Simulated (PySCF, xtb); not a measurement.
C2H7B, SMILES CBC. Atoms are numbered in the order given.

```xyz
10

B      0.0000     0.0000     0.5477
H      0.0000     0.0000     1.7490
C      1.3771     0.0122    -0.1930
H      2.1364     0.6250     0.3021
H      1.3310     0.2705    -1.2542
H      1.7601    -1.0205    -0.1338
C     -1.3771    -0.0122    -0.1930
H     -1.7601     1.0205    -0.1338
H     -2.1364    -0.6250     0.3021
H     -1.3310    -0.2705    -1.2542
```
Charge 0, spin multiplicity 1.

Coordinates come from a TPSSh-D3(BJ)/def2-TZVP optimisation.

These are PySCF 2.14.0 with C-PCM-ωB97X/def2-SVP values and carry that method's errors.

The values are the electrostatic part of the solvation free energy, E(continuum) − E(gas) at the gas-phase geometry, in a cavity of scaled van der Waals radii (PySCF's table); cavitation and dispersion terms are not included. In vacuum the orbital gap is 12.93 eV. The dipole moment in vacuum is 0.42 D.

| solvent | ε | ΔG(elec) (kcal/mol) | dipole (D) | gap (eV) |
|---|---|---|---|---|
| water | 78.36 | -0.8 | 0.55 | 13.00 |
| acetone | 20.49 | -0.7 | 0.54 | 13.00 |
| acetonitrile | 35.69 | -0.8 | 0.55 | 13.00 |

For comparison, GFN2-xTB/ALPB(water) (xtb, at the GFN2-xTB geometry, all terms of that model) gives -0.7 kcal/mol.
